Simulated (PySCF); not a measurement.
GeH5N.

```xyz
7

Ge    -0.3610    -0.0023     0.0000
N      1.4793     0.1010     0.0000
H     -0.8477     0.7176     1.2663
H     -0.8477     0.7176    -1.2663
H     -0.9217    -1.4448     0.0000
H      1.9070    -0.3116     0.8181
H      1.9070    -0.3116    -0.8181
```
Charge 0, spin multiplicity 1.

The structure is a stationary point at PBE0-D3(BJ)/def2-TZVP.

Computed with HF/pcSseg-2 (PySCF). Non-relativistic, no solvent.

### Question
Give the absolute GIAO shielding of each atom: isotropic value and principal components (ppm). (The exact figures need the calculation; the answer reports its results.)

### Answer

| atom | σ(iso) | σ11 | σ22 | σ33 | span |
|---|---|---|---|---|---|
| Ge1 | 1620.9 | 1530.3 | 1577.0 | 1755.5 | 225.3 |
| N2 | 278.3 | 249.4 | 268.9 | 316.5 | 67.2 |
| H3 | 27.6 | 21.5 | 23.0 | 38.2 | 16.7 |
| H4 | 27.6 | 21.5 | 23.0 | 38.2 | 16.7 |
| H5 | 27.3 | 21.1 | 22.7 | 38.2 | 17.1 |
| H6 | 32.3 | 23.8 | 27.7 | 45.3 | 21.5 |
| H7 | 32.3 | 23.8 | 27.7 | 45.3 | 21.5 |
